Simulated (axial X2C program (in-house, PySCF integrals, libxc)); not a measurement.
## KSi⁺: from the spin-free to the two-component result

Calculated with an axial X2C code built on PySCF integrals. Spin-free means the one-electron spin-free X2C Hamiltonian; two-component (2c) means X2C with spin–orbit coupling and atomic mean-field two-electron Coulomb and Gaunt terms, so the difference of the two also holds small scalar two-electron terms. Basis: K dyall-cv3z [11s12p6d3f], Si dyall-v3z [8s7p2d1f] (cores contracted in-house); Gaussian nuclei, density fitting, unrestricted open shells. Masses: K 38.964 u, Si 27.977 u.

Spin-free state: M_S = 1, Λ = 1 (beyond evenly filled blocks: σα, π+α); fragments K+ + Si.

```tsv
level	Re (Å)	ωe (cm⁻¹)	De (eV)	μ (D)
PBE0	3.597	101.7	0.284	-4.92
HF	3.754	91.8	0.174	-5.58
MP2	3.609	102.3	0.304	n/a
CCSD	3.631	100.6	0.307	n/a
CCSD(T)	3.619	101.5	0.308	n/a
B97-3	3.613	103.8	0.280	-5.03
```

Correlated methods: 12 electrons correlated (number of frozen shells: K 2 s, 1 p; Si 2 s, 1 p), 210 virtual spin orbitals or spinors in MP2, 90 natural virtuals in coupled cluster.

Dipoles are positive if Si is the positive end and refer to the centre of mass.

Two-component determinant lowest at the distance of the search:

Ω = 2 (⟨Sz⟩ = 1.00, ⟨Lz⟩ = 1.00 at HF); fragments K+ + Si.

```json
{"level": "PBE0", "Re (Å)": "3.597", "ωe (cm⁻¹)": "101.7", "De (eV)": "0.274", "μ (D)": "-4.92"}
{"level": "HF", "Re (Å)": "3.754", "ωe (cm⁻¹)": "91.8", "De (eV)": "0.162", "μ (D)": "-5.58"}
{"level": "MP2", "Re (Å)": "3.609", "ωe (cm⁻¹)": "102.3", "De (eV)": "0.305", "μ (D)": "n/a"}
{"level": "CCSD", "Re (Å)": "3.631", "ωe (cm⁻¹)": "100.6", "De (eV)": "0.300", "μ (D)": "n/a"}
{"level": "CCSD(T)", "Re (Å)": "3.619", "ωe (cm⁻¹)": "101.5", "De (eV)": "0.302", "μ (D)": "n/a"}
{"level": "B97-3", "Re (Å)": "3.613", "ωe (cm⁻¹)": "103.8", "De (eV)": "0.270", "μ (D)": "-5.03"}
```

(1) From the two tables, how do the constants change at the CCSD(T) level (2c against spin-free)?

One determinant describes the state; a PBE0 search over occupations chose it and may have missed a lower one. De is counted from the lowest determinant-based energies of the atoms at the same level, without counterpoise correction. Density functionals use the spin component along the axis (collinear). CCSD and (T) use frozen natural virtuals with an MP2 correction for the truncation; (T) itself is uncorrected, so its De runs slightly low. The 2c atoms are single determinants rather than J levels; their spin–orbit lowering is only partly caught, and De is too large by that part. This holds for PBE0, MP2, CCSD, CCSD(T), B97-3. PBE0 can misorder states that lie within some tenths of an eV, so this need not be the ground state of the molecule. The nearest other spin-free determinant of the search, M_S = 0, Λ = 1, lies 0.27 eV up at the distance of the search. The functionals have no current-density term, which raises determinants with orbital currents, atoms included. The atomic limit has a lower orbital projection than the molecule and lies lower at mean-field level, so De may be about a tenth of an eV too small. With several unpaired electrons one determinant need not be a pure state. Open-shell Ω = 0 determinants with evenly filled partner blocks cannot be reached by this program, so the Ω shown need not be the lowest component.

Answers

(1) At the CCSD(T) level Re is unchanged within 0.001 Å and ωe stays the same within 0.2 cm⁻¹; De is not compared, since the atomic limits differ or miss part of their spin–orbit lowering.
